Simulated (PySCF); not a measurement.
A side-by-side comparison of computed properties.

First species: 1-acetylimidazole, C₅H₆N₂O.
Structure used (GFN2-xTB), in Å, numbered top down from 1:
```
atom  x, y, z in Å
C1    -2.016   -0.581    0.047
C2    -1.062    0.408    0.657
O3    -1.367    1.233    1.476
N4     0.256    0.312    0.203
C5     0.816   -0.551   -0.719
C6     2.131   -0.222   -0.793
N7     2.408    0.819    0.052
C8     1.291    1.116    0.626
H9    -3.005   -0.417    0.468
H10   -1.695   -1.597    0.265
H11   -2.057   -0.448   -1.032
H12    0.254   -1.304   -1.230
H13    2.903   -0.658   -1.394
H14    1.143    1.890    1.352
```

Second species: C2H12NPSi2.
SMILES with atom numbers: `[CH3:1][NH:2][SiH2:3][PH:4][SiH2:5][CH3:6]` (hydrogens: H7, H8, H9 on C1; H10 on N2; H11, H12 on Si3; H13 on P4; H14, H15 on Si5; H16, H17, H18 on C6)

Levels: PBE0/def2-SVPD for dipole moment, HOMO energy, LUMO energy, HOMO–LUMO gap, static isotropic polarisability and electronic spatial extent ⟨r²⟩ about the centre of nuclear charge; TDDFT PBE0/def2-SVPD for lowest singlet excitation; TDA PBE0/def2-SVPD for lowest triplet excitation (Tamm–Dancoff); GFN2-xTB for rotational constant A and rotational constant C. Geometries: GFN2-xTB. Each structure is a single optimised conformer of the isolated species, non-relativistic unless stated. Electronic properties by PySCF.

Dipoles, sizes and rotational constants follow the conformer. The torsions of the flexible species, by atom-mapped SMILES:
- `[CH3:1][C:2](=[O:3])[n:4]1[cH:5][cH:6][n:7][cH:8]1`: C1–C2–N4–C5 0°
- `[CH3:1][NH:2][SiH2:3][PH:4][SiH2:5][CH3:6]`: C1–N2–Si3–P4 175°, N2–Si3–P4–Si5 79°, Si3–P4–Si5–C6 -72°

(1) Which has the higher HOMO–LUMO gap?

(2) Which has the higher HOMO energy?

(3) Which has the higher static isotropic polarisability?

(4) Which has the higher S1 energy?

(5) Which has the higher T1 energy?

(6) Which has the higher ⟨r²⟩?

(7) Which of the two has the higher LUMO energy, and by how much?

(8) Which has the higher dipole moment?

## Answers

(1) The second: 6.87 eV against 5.74 eV, a difference of 1.13 eV.

(2) The second: -6.88 eV against -7.26 eV, a difference of 0.38 eV.

(3) The second: 115.8 au against 72.4 au, a difference of 43.4 au.

(4) The second: 5.59 eV against 4.83 eV, a difference of 0.76 eV.

(5) The second: 5.23 eV against 3.60 eV, a difference of 1.63 eV.

(6) The second: 1494 bohr² against 893 bohr², a difference of 601 bohr².

(7) The second: -0.01 eV against -1.52 eV, a difference of 1.51 eV.

(8) The first: 4.02 D against 1.47 D, a difference of 2.55 D.

On the first: In atomic units the dipole is 1.58 e·bohr (1 au = 2.5417 D). The principal polarisabilities are 46.7, 76.7 and 93.9 au; their mean is the isotropic value.

On the second: The dipole matches unit charges of opposite sign 0.31 Å apart (1 e·Å = 4.8032 D). No computed singlet falls in the visible range (750 to 380 nm, 1.65 to 3.26 eV); S1 lies 2.33 eV above its blue end.
